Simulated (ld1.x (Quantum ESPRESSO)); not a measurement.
**phosphorus (P): PAW pseudisation with PBEsol, non-relativistic reference atom.**

```
Element                 : phosphorus (P)
Generator               : ld1.x (Quantum ESPRESSO) 7.5
Type                    : PAW
Functional              : PBEsol
Relativity              : non-relativistic
Frozen core             : [He]
Valence charge          : 13
Reference configuration : 2s2 2p6 3s2 3p3
Partial waves           : 2s (bound): rcut 0.70, rcutus 0.80 bohr; 3s (bound): rcut 0.70, rcutus 0.80 bohr; 2p (bound): rcut 0.75, rcutus 1.00 bohr; 3p (bound): rcut 0.75, rcutus 1.00 bohr; 3d channel at 0.05 Ry: rcut 0.90, rcutus 1.00 bohr; 3d channel at 1.4 Ry: rcut 0.90, rcutus 1.00 bohr
Local potential         : all-electron potential smoothed inside 0.70 bohr (lloc = -1)
Core correction         : Bessel-smoothed model core inside 0.50 bohr
Augmentation charge     : BESSEL, radius 0.70 bohr
```

All-electron outer shells of the reference configuration (PBEsol, non-relativistic, ld1.x):

| shell | level (eV) | outermost node (bohr) | outermost maximum (bohr) |
| --- | --- | --- | --- |
| 1s | -2073.93 | – | 0.07 |
| 2s | -172.64 | 0.14 | 0.42 |
| 2p | -124.35 | – | 0.36 |
| 3s | -13.84 | 0.66 | 1.58 |
| 3p | -5.49 | 0.64 | 1.83 |

Results:

```json
{
 "Cutoffs needed": "160 Ry and 260 Ry (the cutoffs (Ry, on a coarse ladder) from which the occupation-weighted sum of valence levels, in a spherical-Bessel basis at the reference potential, stays within 10 and 1 mRy of its value at 400 Ry)",
 "Ghost test": "no extra level below or beside the all-electron valence levels (s, p, d, f tested) (spherical-Bessel basis up to 400 Ry, 20 bohr box)",
 "Largest excitation error": "+78 meV (all-electron minus pseudo) for 2s2 2p5 3s2 3p3, out of 7 test configurations",
 "Lowest eigenvalue of the overlap operator": "0.07 (s channel)"
}
```

Generation and tests took about 3.4 s on one core of a shared server CPU.
